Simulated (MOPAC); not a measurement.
A run for MOPAC: PM6 on MnH, 2S+1 = 7, a spin state set in the input, which need not be the lowest, a point of a bond scan (R = 1.831 Å).

```
PM6 1SCF PRECISE CHARGE=0 UHF MS=3 THREADS=1
HMn

Mn     0.00000000 1     0.00000000 1     0.00000000 1
H      0.00000000 1     0.00000000 1     1.83094200 1
```

Output:

```
*******************************************************************************
 **                                                                           **
 **                              MOPAC v23.2.5                                **
 **                                                                           **
 *******************************************************************************
 ** MOPAC's Digital Object Identifier: https://doi.org/10.5281/zenodo.6511958 **
 **                                                                           **
 ** Please cite the open-source release paper for use of this MOPAC version:  **
 ** J. E. Moussa and J. J. P. Stewart (2026)                                  **
 ** MOPAC: An open-source semiempirical molecular orbital program             **
 ** J. Open Source Softw., 11(119), 8025, https://doi.org/10.21105/joss.08025 **
 *******************************************************************************

                              PM6 CALCULATION RESULTS

 *******************************************************************************
 *  PM6        - The PM6 Hamiltonian to be used
 *  UHF        - UNRESTRICTED HARTREE-FOCK CALCULATION
 *
 *
 *
 *                 CHARGE ON SYSTEM = 0
 *
 *
 *
 *  MS=        - IN MECI, MAGNETIC COMPONENT OF SPIN =  3.0
 *  PRECISE    - TIGHTER CRITERIA TO BE USED
 *  1SCF       - DO 1 SCF AND THEN STOP
 *  THREADS=1  - MULTI-THREADING NOT USED
 *  T=         - A TIME OF 172800.0 SECONDS REQUESTED
 *  DUMP=N     - RESTART FILE WRITTEN EVERY 7200.0 SECONDS REQUESTED
 *******************************************************************************
PM6 1SCF PRECISE CHARGE=0 UHF MS=3 THREADS=1
 HMn

   ATOM   CHEMICAL          X               Y               Z
  NUMBER   SYMBOL      (ANGSTROMS)     (ANGSTROMS)     (ANGSTROMS)

     1      Mn          0.00000000  *   0.00000000  *   0.00000000  *
     2       H          0.00000000  *   0.00000000  *   1.83094200  *



          CARTESIAN COORDINATES

    NO.       ATOM           X           Y           Z

     1        Mn          0.0000      0.0000      0.0000
     2         H          0.0000      0.0000      1.8309

 General Reference for PM6:
 "Optimization of Parameters for Semiempirical Methods V: Modification of NDDO Approximations
 and Application to 70 Elements", J. J. P. Stewart, J. Mol. Mod., 13, 1173-1213 (2007)
 URL: https://link.springer.com/article/10.1007/s00894-007-0233-4

           Empirical Formula: H Mn  =     2 atoms



      MOLECULAR POINT GROUP   :   C*v


          UHF CALCULATION, NO. OF ALPHA ELECTRONS =    7
                           NO. OF BETA  ELECTRONS =    1

 -------------------------------------------------------------------------------
 PM6 1SCF PRECISE CHARGE=0 UHF MS=3 THREADS=1
 HMn



     1SCF WAS SPECIFIED, SO BFGS WAS NOT USED
     SCF FIELD WAS ACHIEVED


                              PM6 CALCULATION
                                                       MOPAC v23.2.5 Linux




          FINAL HEAT OF FORMATION =        115.66149 KCAL/MOL =     483.92767 KJ/MOL


          COSMO AREA              =         78.03 SQUARE ANGSTROMS
          COSMO VOLUME            =         64.07 CUBIC ANGSTROMS

          IONIZATION POTENTIAL    =          6.243889 EV
          ALPHA SOMO LUMO (EV)    =         -6.244  5.259
          BETA  SOMO LUMO (EV)    =         -7.949  0.664
          NO. OF ALPHA ELECTRONS  =          7
          NO. OF BETA  ELECTRONS  =          1
          MOLECULAR WEIGHT        =         55.9459         POINT GROUP:  C*v

          MOLECULAR DIMENSIONS (Angstroms)

            Atom       Atom       Distance
            H     2   Mn     1     1.83094
            H     2   Mn     1     0.00000
           Mn     1    H     2     0.00000


          SCF CALCULATIONS        =          1





   ATOM   CHEMICAL          X               Y               Z
  NUMBER   SYMBOL      (ANGSTROMS)     (ANGSTROMS)     (ANGSTROMS)

     1      Mn          0.00000000  *   0.00000000  *   0.00000000  *
     2       H          0.00000000  *   0.00000000  *   1.83094200  *

                             CARTESIAN COORDINATES

   1   Mn        0.000000000     0.000000000     0.000000000
   2    H        0.000000000     0.000000000     1.830942000


           Empirical Formula: H Mn  =     2 atoms



      MOLECULAR POINT GROUP   :   C*v


          ALPHA EIGENVALUES
 -10.81104  -7.96199  -7.96199  -7.71284  -7.56853  -7.56853  -6.24389   5.25938
   5.25938   7.29302


           BETA EIGENVALUES
  -7.94858   0.66403   0.80347   0.80347   0.94029   0.94029   3.35214  10.88365
  10.88365  11.90493


              NET ATOMIC CHARGES AND DIPOLE CONTRIBUTIONS

  ATOM NO.   TYPE          CHARGE      No. of ELECS.   s-Pop       p-Pop       d-Pop
    1         Mn           0.120306        6.8797     1.57207     0.18996     5.11767
    2          H          -0.120306        1.1203     1.12031
 DIPOLE           X         Y         Z       TOTAL
 POINT-CHG.     0.000     0.000    -1.058     1.058
 HYBRID         0.000    -0.000     0.168     0.168
 SUM            0.000    -0.000    -0.890     0.890


          ATOMIC ORBITAL ELECTRON POPULATIONS

     Atom    s        px        py        pz      x^2-y^2     xz        z^2       yz        xy
    1 Mn   1.57207   0.00128   0.00128   0.18739   1.00000   0.99872   1.12023   0.99872   1.00000
    2  H   1.12031


                    (SZ)    =    3.000000
                    (S**2)  =   12.026540


          ATOMIC ORBITAL SPIN POPULATIONS

    Atom   Total    s     px     py     pz   x^2-y^2  xz     z^2    yz     xy
         Atomic
    1 Mn  5.3540  0.386  0.001  0.001  0.114  1.000  0.999  0.854  0.999  1.000
    2  H  0.6460  0.646

 **********************
 *                    *
 * JOB ENDED NORMALLY *
 *                    *
 **********************




 == MOPAC DONE ==
```

The run finished.

Cost: roughly 0.020 core-seconds.
